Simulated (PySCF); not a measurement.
# Correlation energy of F²⁺ (fluorine, charge +2)

[He] 2s2 2p3, high-spin 4S determinant. All numbers are calculated (PySCF 2.14, no relativity, point nucleus, in aug-cc-pwCVDZ (5s4p2d, 27 functions)). Frozen: 1s2; 5 electrons correlated.

```json
{"level": "CCSD", "correlation energy (mhartree)": "-91.61"}
{"level": "(T)", "correlation energy (mhartree)": "-0.56"}
{"level": "CCSD(T)", "correlation energy (mhartree)": "-92.17"}
{"level": "CCSDT", "correlation energy (mhartree)": "-92.23"}
```

Diagnostics: T1 = 0.0031, D1 = 0.0053, largest double amplitude 0.026.

Problem. Is a single reference adequate?

Solution. Yes: T1 lies below 0.03 and no double amplitude reaches 0.07.
